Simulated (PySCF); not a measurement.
SMILES C/C=C\S (C₃H₆S), CAM-B3LYP/def2-SVP optimised geometry.

```
10

C      1.48    -0.88     0.00
C     -0.02    -0.88     0.00
C     -0.80     0.21     0.00
S     -0.33     1.90     0.00
H      1.89    -0.37     0.89
H      1.88    -1.90     0.00
H      1.89    -0.36    -0.89
H     -0.53    -1.85     0.00
H     -1.89     0.10     0.00
H      1.01     1.72     0.00
```

Density from CAM-B3LYP/def2-TZVP run with PySCF at that geometry.

Minimum of the electron density along straight lines between bonded atoms, close to the bond critical point (lines longer than 1.1 times the sum of covalent radii, or with two minima, are not listed):

| bond | length / Å | ρ at the minimum / e bohr⁻³ | ∇²ρ there / e bohr⁻⁵ | position (fraction from the first atom) |
|---|---|---|---|---|
| C1–C2 | 1.501 | 0.259 | -0.68 | 0.49 |
| C2–C3 | 1.336 | … | -1.05 | 0.49 |
| C3–S4 | 1.760 | 0.202 | … | 0.48 |
| C1–H5 | 1.104 | 0.270 | -0.90 | 0.64 |
| C1–H6 | 1.098 | 0.275 | -0.94 | 0.64 |
| C1–H7 | 1.104 | 0.270 | -0.90 | 0.64 |
| C2–H8 | 1.094 | 0.279 | -0.97 | 0.65 |
| C3–H9 | 1.093 | 0.281 | -0.99 | 0.65 |
| S4–H10 | 1.347 | … | -0.64 | 0.65 |

Task: Fill in the missing entries.

Result: 
- C2–C3, ρ at the minimum / e bohr⁻³: 0.349
- C3–S4, ∇²ρ there / e bohr⁻⁵: -0.40
- S4–H10, ρ at the minimum / e bohr⁻³: 0.217
